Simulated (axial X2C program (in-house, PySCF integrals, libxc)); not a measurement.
## Correcting the dissociation energy of SrBr⁺ for spin–orbit coupling

A spin-free CCSD(T) curve (one-electron X2C) was computed with an in-house relativistic program for diatomic molecules, basis Sr dyall-cv3z [13s12p8d5f1g], Br dyall-cv3z [8s9p6d4f1g] (cores contracted in-house), for the state M_S = 0, Λ = 0 (closed shell). It gives D0 = 3.727 eV to Sr+ + Br, which in a spin-free picture are the weighted means of the ground terms.

Correlated methods: 8 electrons correlated (number of frozen shells: Sr 4 s, 3 p, 1 d; Br 3 s, 2 p, 1 d), 278 virtual spin orbitals or spinors in MP2, 78 natural virtuals in coupled cluster.

Measured levels of the ground terms (NIST Handbook of Basic Atomic Spectroscopic Data), in cm⁻¹: Sr+ 2S: J = 1/2 at 0; Br 2P: J = 3/2 at 0, J = 1/2 at 3685.2.

The molecular state has Λ = 0, so it has no first-order lowering.

Problem. How far does each ground level lie under the (2J+1)-weighted mean of its term?

Solution. Sr+: a single level, 0; Br: (4 × 0 + 2 × 3685.2)/6 = 1228 cm⁻¹.

Problem. Correct D0.

Solution. D0 = 3.727 + (0 − 1228)/8065.5 = 3.575 eV at CCSD(T) with these spin–orbit terms. The direct two-component run gives 3.586 eV; the difference holds second-order terms in the molecule, scalar two-electron terms, the gap between measured and computed atomic splittings (a 2c atom can miss part of its lowering) and, in coupled cluster, the truncation of each run.

Second-order spin–orbit effects in the molecule, which grow quickly with Z, are left out. The state is one determinant whose occupation by symmetry is held fixed; it was picked as the lowest of a PBE0 search that is not exhaustive. De is counted from the lowest determinant-based energies of the atoms at the same level, without counterpoise correction. Coupled cluster ran in a truncated set of natural virtual spinors; the MP2 energy of the rest was added. (T) has no such correction and the atoms are truncated less, which lowers De at CCSD(T) by a hundredth of an eV or more. The outer-core s and p shells of the metal are frozen in the correlated rows, which leaves out core–valence correlation; for alkali and alkaline-earth bonds that tends to lengthen them. With the outer-core shells frozen, correlated bond lengths of heavy atoms tend to come out a few hundredths of an ångström too long.
